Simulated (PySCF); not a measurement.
Si(Cl)(Br)2(OH) (Br2ClHOSi), SMILES O[Si](Cl)(Br)Br. Geometry optimised at PBE-D3(BJ)/def2-SVP. This is a generated structure with no PubChem entry under its InChIKey; it may be hypothetical. The values are those of a single conformer.

Computed equilibrium geometry at PBE-D3(BJ)/def2-SVP (PySCF confirms it by a frequency run) as bond lengths and angles (one conformer of several):
Atoms: O1 Si2 Cl3 Br4 Br5 H6. Bonded distances (Å): O1–Si2 1.657, O1–H6 0.975, Si2–Cl3 2.066, Si2–Br4 2.207, Si2–Br5 2.227. Angles (°): Si2–O1–H6 115.3, O1–Si2–Cl3 111.2, O1–Si2–Br4 106.1, O1–Si2–Br5 111.2, Cl3–Si2–Br4 109.9, Cl3–Si2–Br5 107.8, Br4–Si2–Br5 110.6.
